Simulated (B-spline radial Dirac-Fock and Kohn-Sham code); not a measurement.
# Auger decay of the K hole in Ni²⁺

System: the Ni²⁺ ion in the configuration 1s2 2s2 2p6 3s2 3p6 3d8.

The computed values come from a radial atomic solver: one-electron (LDA, Dirac) transition rates at Dirac-Fock energies. Kinetic energies are configuration averages from the vacuum level; the two-hole energies are estimated from single-hole states.

```
transition  kinetic energy (eV)  width (meV)  share (%)
    K-L1L1               6211.5         50.0        6.3
    K-L1L2               6357.6         58.9        7.4
    K-L1L3               6375.2          106       13.3
    K-L2L2               6480.4         10.8        1.4
    K-L2L3               6503.3          260       32.8
    K-L3L3               6519.5          144       18.1
    K-L1M1               7145.1         13.4        1.7
    K-L1M2               7188.4         7.66        1.0
    K-L1M3               7190.8         13.7        1.7
    K-L2M1               7284.5         6.80        0.9
    K-L3M1               7301.7         12.2        1.5
    K-L2M2               7329.9         2.66        0.3
    K-L2M3               7330.8         29.1        3.7
    K-L3M2               7345.6         29.1        3.7
    K-L3M3               7348.6         32.7        4.1
    K-M2M3               8135.8         3.30        0.4
```

For K holes below about Z = 40 intermediate coupling redistributes the KLL shares among these jj groups. The listed channels hold 98 % of the non-radiative rate. Summed by principal shells, of 0.793 eV in all: KLL 79.3 %, KLM 19.5 %, KMM 1.2 %.
